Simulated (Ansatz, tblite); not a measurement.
Cost and result up the ladder for the cluster Cu₃H₃⁻ (6 atoms). Charge -1, multiplicity 2. Geometry: PBE0-D4/def2-SVPD.

```xyz
6

Cu   -0.216    0.557   -0.348
Cu    0.501    2.140   -2.071
Cu   -0.186   -1.540    0.974
H     0.465   -2.334    2.129
H     0.418    2.020   -0.431
H    -0.982   -0.843   -0.252
```

Ansatz on 4 threads of Arm Neoverse V2 on a shared host; xTB runs through tblite on one thread. Times are rough, summed over both states, and most runs start from the orbitals of an earlier one. PBE0-D4/def2-TZVPD serves as the yardstick here, not as an exact answer. The other state is a singlet.

The xTB rows come from tblite. The structure comes from a short search, and lower isomers may exist.

Raw xTB energies of ions are shifted by several eV, and xTB has no spin-polarisation term.

| level | functions | wall time | vertical IE (eV) | difference from PBE0-D4/def2-TZVPD (eV) | remarks |
| --- | --- | --- | --- | --- | --- |
| GFN2-xTB | 30 | 0.006 s | 3.88 | 1.90 | – |
| GFN1-xTB | 33 | 0.007 s | 7.06 | 5.08 | – |
| PBE-D4/def2-TZVPD (with forces) | 171 | 6.8 s | 2.02 | 0.04 | HOMO above zero (-1 doublet) |
| PBE0-D4/def2-TZVPD | 171 | 11 s | 1.98 | 0.00 | – |
| r2SCAN-D4/def2-TZVPD | 171 | 16 s | 2.08 | 0.10 | HOMO above zero (-1 doublet) |
